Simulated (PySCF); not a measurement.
CH4O4Si, SMILES O=C(O)[SiH](O)O.

The structure is a stationary point at PBE0-D3(BJ)/def2-SVP. One conformer was computed; it need not be the lowest.

Two levels are set side by side: PBE/def2-TZVP (PySCF) and PBE0/def2-TZVP (PySCF). Same geometry, gas phase. Differences are taken from unrounded values.

| quantity | PBE0 |
|---|---|
| orbital gap (eV) | 7.16 |
| highest occupied level (eV) | -8.13 |
| lowest empty level (eV) | -0.97 |
| dipole moment (D) | 1.38 |
| mean polarisability (bohr³) | 48.2 |

Task: What does PBE give, and how far is it from PBE0? (The exact figures need the calculation; the answer reports its results.)

Result: 
```json
[
 {"quantity": "orbital gap (eV)", "PBE": "4.58", "PBE minus PBE0": "-2.58"},
 {"quantity": "highest occupied level (eV)", "PBE": "-6.59", "PBE minus PBE0": "1.54"},
 {"quantity": "lowest empty level (eV)", "PBE": "-2.01", "PBE minus PBE0": "-1.04"},
 {"quantity": "dipole moment (D)", "PBE": "1.29", "PBE minus PBE0": "-0.10"},
 {"quantity": "mean polarisability (bohr³)", "PBE": "51.2", "PBE minus PBE0": "3.0"}
]
```

Without exact exchange PBE keeps part of each electron's self-repulsion, which lifts occupied levels and narrows the gap. PBE's more diffuse valence density responds more strongly to a field. Differences between two approximate levels are no errors against the true value.

Rough cost on one machine, each run with all the roots and properties that it gave: PBE0 against PBE within a factor of 2.
